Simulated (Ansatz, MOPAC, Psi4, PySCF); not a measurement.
Donor–acceptor adduct: AlH3 (SMILES [AlH3]) (first 4 atoms) with H2S (SMILES S); geometry from B3LYP-D3(BJ)/def2-TZVP, rigid monomers moved along the line of their centres of mass till Al1···S5 is 4.64 Å.
(charge 0, multiplicity 1):
```xyz
7

Al    -0.252    -0.126     0.492
H     -1.002    -1.493     0.800
H     -1.117     1.197     0.339
H      1.197    -0.184    -0.156
S      1.223     0.800     4.789
H      1.729    -0.409     5.092
H      0.076     0.564     5.450
```

Interaction energies are E(AB) − E(A) − E(B) at the monomers' geometry in the complex; basis-set methods are counterpoise corrected. Rows marked so take none.

Frozen-core correlation. CBS(a, b) extrapolates the correlation energy as X⁻³ and adds the Hartree–Fock energy of set b. Rows in 6-31G* carry no dispersion term and start afresh at each structure (6-31G* with six Cartesian d functions). The state reached by AM1 isn't checked.

Codes used: Ansatz (a program for electronic structure) with Gaussian orbitals; MOPAC for AM1 (differences of heats of formation); Psi4 for SAPT; PySCF for 6-31G* rows, the dispersion terms. Each number belongs to the level named beside it.

| level | interaction energy (kJ/mol) |
|---|---|
| AM1 | -2.8 |
| PBE-D3(BJ)/def2-TZVPPD | -8.0 |
| PBE-D4/def2-TZVPPD | -8.0 |
| r2SCAN-D4/def2-TZVPPD | -7.5 |
| B3LYP/def2-TZVPPD | [?] |
| M06-2X/6-31G* (no counterpoise) | -8.1 |
| MP2/aug-cc-pV(D+d)Z | -7.4 |
| CCSD(T)/CBS(aug-cc-pV(D+d)Z, aug-cc-pV(T+d)Z) | -7.1 |
| SAPT0/jun-cc-pV(D+d)Z | -7.4 |

Problem. What belongs in the gaps?

Solution. 
- B3LYP/def2-TZVPPD, interaction energy (kJ/mol): -5.4
